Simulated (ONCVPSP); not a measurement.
# Mg (Z = 12): excitation energies, all-electron against ONCV

| Item | Value |
| --- | --- |
| Element | magnesium |
| Generator | ONCVPSP 4.0.1 |
| Type | optimised norm-conserving Vanderbilt (ONCV) |
| Functional | LDA (Perdew-Zunger) |
| Relativity | scalar-relativistic |
| Frozen core | [He] |
| Valence charge | 10 |
| Reference configuration | 2s2 2p6 3s1.5 (charge +0.5) |
| Partial waves | 2s+3s: rc 1.05 bohr, ncon 5, nbas 9, qcut 12.7 1/bohr, 2 projectors; 2p: rc 0.70 bohr, ncon 4, nbas 8, qcut 24.1 1/bohr, 2 projectors, debl 1.4 Ha; d scattering state at 0.03 Ha: rc 1.05 bohr, ncon 4, nbas 7, qcut 7.8 1/bohr, 2 projectors, debl 1.2 Ha |
| Local potential | polynomial inside 0.55 bohr (lpopt 3, dvloc0 6 Ha) |
| Core correction | none |

In the p channel the program set the typed energies aside and used -1.874, 0.250 Ha.

Energies are relative to the spin-unpolarised reference configuration 2s2 2p6 3s1.5; without spin polarisation the order of configurations can differ from experiment.

```
valence configuration  charge  ΔE all-electron (eV)  error AE − PS (meV)
          2s2 2p6 3s2       0                -3.192                  0.0
          2s2 2p5 3s2      +1                55.453                  +28
```

**Question.** What are ΔE and the potential's error for 2s2 2p6 3s1?

**Answer.** ΔE = 4.882 eV all-electron; the error (AE − PS) is 0.0 meV.

**Question.** What are ΔE and the potential's error for 2s2 2p6 3s0?

**Answer.** ΔE = 19.930 eV all-electron; the error (AE − PS) is -0.1 meV.
